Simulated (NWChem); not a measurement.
Molecule: SiNH2F, singlet; SMILES N[Si]F

```xyz
5

Si    -0.6434     0.0506     0.0000
F      0.4310     1.2984     0.0000
N      0.4907    -1.2340     0.0000
H      1.5010    -1.1134     0.0000
H      0.2134    -2.2102     0.0000
```
Atoms are numbered in this order, from 1.

Computed with NWChem. Low-valent species are run as closed-shell singlets; no triplet was tried in these runs. Structure relaxed at the PBE0/def2-SVP level. Vzz is the largest principal value of the second derivative of the potential at the nucleus (NWChem prints the opposite sign); η is the asymmetry. Non-relativistic.

| level | Vzz N3 (a.u.) | η N3 |
|---|---|---|
| CAM-B3LYP/def2-SVP | -0.647 | 0.67 |
| CAM-B3LYP/cc-pVTZ | … | 0.71 |
| Hartree-Fock/def2-TZVP | -0.620 | 0.72 |
| Hartree-Fock/def2-SVP | -0.698 | 0.64 |

Task: Some entries are withheld; supply them.

Result: 
- CAM-B3LYP/cc-pVTZ, Vzz N3 (a.u.): -0.610
